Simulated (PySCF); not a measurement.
Isomers of C4H9PSi.

All values: PBE0/pcSseg-1 (PySCF) at GFN2-xTB geometries, gas phase, one conformer each.

Question: Rank by dipole moment, highest first.
A. `[CH3:1][CH2:2][C:3]#[C:4][SiH2:5][PH2:6]` with C4–Si5–P6–H 46° and -46°
B. `[SiH3:1][C:2]1=[CH:3][CH2:4][PH:5][CH2:6]1` with C2–C3–C4–P5 16°, C3–C4–P5–C6 -20°, C4–P5–C6–C2 20°, Si1–C2–C6–P5 166°
C. `[CH3:1][SiH2:2][P:3]1[CH:4]=[C:5]1[CH3:6]` with C1–Si2–P3–C4 160°
D. `C[Si](C)(C)C#P`

Answer: A (2.43 D), C (1.62 D), D (1.19 D), B (0.90 D).

Question: Rank by the lowest Hirshfeld charge on any atom, lowest value first.
A. `[SiH3:1][C:2]1=[CH:3][CH2:4][PH:5][CH2:6]1` with C2–C3–C4–P5 16°, C3–C4–P5–C6 -20°, C4–P5–C6–C2 20°, Si1–C2–C6–P5 166°
B. `[CH3:1][SiH2:2][P:3]1[CH:4]=[C:5]1[CH3:6]` with C1–Si2–P3–C4 160°
C. `[CH3:1][CH2:2][C:3]#[C:4][SiH2:5][PH2:6]` with C4–Si5–P6–H 46° and -46°

Answer: B (-0.216 e), C (-0.190 e), A (-0.117 e).

Question: Rank by the highest Hirshfeld charge on any atom, lowest value first.
A. `[SiH3:1][C:2]1=[CH:3][CH2:4][PH:5][CH2:6]1` with C2–C3–C4–P5 16°, C3–C4–P5–C6 -20°, C4–P5–C6–C2 20°, Si1–C2–C6–P5 166°
B. `[CH3:1][SiH2:2][P:3]1[CH:4]=[C:5]1[CH3:6]` with C1–Si2–P3–C4 160°
C. `C[Si](C)(C)C#P`

Answer: B (+0.256 e), A (+0.306 e), C (+0.410 e).

All values together:

| SMILES | μ (D) | HOMO (eV) | LUMO (eV) | lowest IAO charge (e) | highest IAO charge (e) | lowest Hirshfeld charge (e) | highest Hirshfeld charge (e) |
| --- | --- | --- | --- | --- | --- | --- | --- |
| [SiH3]C1=CCPC1 | 0.90 | -7.00 | -0.21 | -0.445 (C) | +0.602 (Si) | -0.117 (C) | +0.306 (Si) |
| C[SiH2]P1C=C1C | 1.62 | -6.01 | -0.22 | -0.714 (C) | +0.547 (Si) | -0.216 (C) | +0.256 (Si) |
| CCC#C[SiH2]P | 2.43 | -7.16 | -0.07 | -0.409 (C) | +0.606 (Si) | -0.190 (C) | +0.298 (Si) |
| C[Si](C)(C)C#P | 1.19 | -7.67 | -1.46 | -0.718 (C) | +1.074 (Si) | -0.214 (C) | +0.410 (Si) |

Conformers: `[SiH3:1][C:2]1=[CH:3][CH2:4][PH:5][CH2:6]1` with C2–C3–C4–P5 16°, C3–C4–P5–C6 -20°, C4–P5–C6–C2 20°, Si1–C2–C6–P5 166°; `[CH3:1][SiH2:2][P:3]1[CH:4]=[C:5]1[CH3:6]` with C1–Si2–P3–C4 160°; `[CH3:1][CH2:2][C:3]#[C:4][SiH2:5][PH2:6]` with C4–Si5–P6–H 46° and -46°.
